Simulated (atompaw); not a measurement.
# Reading a pseudo-wave (Sb)

Columns: radius, all-electron u(r) and pseudo u(r) of the 5p shell (level -4.84 eV) of antimony in the configuration [Ar] 3d10 4s2 4p6 4d10 5s2 5p3; PBEsol, scalar-relativistic, PAW (atompaw) scheme, atompaw 4.2.0.5.

```
r (bohr)  all-electron   pseudo
   0.065       -0.1215  -0.0016
   0.131        0.0158  -0.0063
   0.196        0.1557  -0.0135
   0.262        0.1744  -0.0227
   0.327        0.0983  -0.0328
   0.392       -0.0165  -0.0428
   0.458       -0.1299  -0.0517
   0.523       -0.2159  -0.0580
   0.588       -0.2681  -0.0607
   0.654       -0.2868  -0.0585
   0.719       -0.2761  -0.0508
   0.785       -0.2422  -0.0366
   0.850       -0.1924  -0.0160
   0.915       -0.1320   0.0112
   0.981       -0.0644   0.0452
   1.046        0.0048   0.0844
   1.112        0.0749   0.1290
   1.177        0.1419   0.1763
   1.242        0.2056   0.2258
   1.308        0.2661   0.2766
   1.373        0.3210   0.3258
   1.438        0.3710   0.3728
   1.504        0.4168   0.4173
   1.569        0.4570   0.4571
   1.635        0.4931   0.4931
   1.700        0.5241   0.5241
```

How many radial nodes do the two functions have?

The all-electron 5p function has n − l − 1 = 3; the pseudo-wave has 1, since 1 lower shell of the same l stays in the valence.

Is the pseudo-wave norm-conserving?

No, it belongs to a PAW set: the norm inside the radius is not constrained, and the difference is carried by the augmentation charge.
